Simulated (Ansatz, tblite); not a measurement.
Breaking a bond: SMILES C[SiH](OCC)OCC. The Si1–H22 bond (Si1 also carries C, O, O; H22 carries nothing else) is pulled apart rigidly from the PBE0/def2-SVP optimised geometry.

GFN2-xTB, 300 K electronic temperature (tblite); UKS-PBE0 = unrestricted PBE0/def2-SVP (Ansatz, an electronic-structure program).

Energies relative to the lowest point of each curve near equilibrium, in kJ/mol; the last columns give the difference from UKS-PBE0:

```
R / Å  GFN2-xTB  UKS-PBE0  GFN2-xTB − UKS-PBE0
-----  --------  --------  -------------------
1.24       79.7      80.5                 -0.8
1.31       29.0      37.3                 -8.4
1.41        1.5       6.3                 -4.8
1.43        0.0       3.4                 -3.4
1.49        0.4       0.0                  0.4
1.55        5.9       2.9                  3.0
1.60       13.0       9.1                  3.9
1.68       27.1      24.3                  2.7
1.81       53.4      58.2                 -4.8
1.94       84.3      98.0                -13.7
2.19      150.2     178.8                -28.5
2.46      220.2     260.5                -40.3
2.76      288.5     332.6                -44.0
3.14      355.8     376.1                -20.3
3.66      412.9     396.6                 16.4
4.30      443.6     402.3                 41.3
```

GFN2-xTB is furthest from UKS-PBE0 at 2.76 (-44.0 kJ/mol, below); its mean absolute difference over the points is 14.8 kJ/mol.

The unrestricted solution behind UKS-PBE0 changes between 2.76 and 3.14 Å, which can leave a kink. The unrestricted determinant behind UKS-PBE0 is spin-contaminated at 2.76 to 4.30 Å (<S²> up to 1.0, against 0.00 for a pure singlet).
